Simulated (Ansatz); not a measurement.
The cluster ZnTe₂. Total charge 0; triplet. Geometry B3LYP-D4/def2-TZVP; atoms count from 1.

```xyz
3

Zn    0.018   -1.553   -0.347
Te    0.986    0.989   -0.727
Te   -1.004    0.563    1.075
```

In the def2 sets Te takes a core potential; there is no spin–orbit coupling. The structure comes from a short search, and lower isomers may exist.

Q: Estimate the Mulliken populations from the PBE0/def2-TZVP orbitals of Ansatz.

A: 
```json
{"atom": "Zn1", "charge (e)": "0.20", "spin (α − β)": "0.76", "d electrons": "10.03"}
{"atom": "Te2", "charge (e)": "-0.10", "spin (α − β)": "0.62", "d electrons": "–"}
{"atom": "Te3", "charge (e)": "-0.10", "spin (α − β)": "0.62", "d electrons": "–"}
```
Mulliken values and Mayer orders depend strongly on the basis.

Q: Where does the spin sit?

A: Summed by element: Zn 0.76, Te 1.24, of 2 unpaired in all. Largest on single atoms: Zn1 0.76, Te3 0.62, Te2 0.62.

Q: And the Mayer bond orders between bonded heavy atoms (over 0.3)?

A: Zn1–Te2 0.63 (2.75 Å); Zn1–Te3 0.63 (2.75 Å); Te2–Te3 1.53 (2.72 Å).
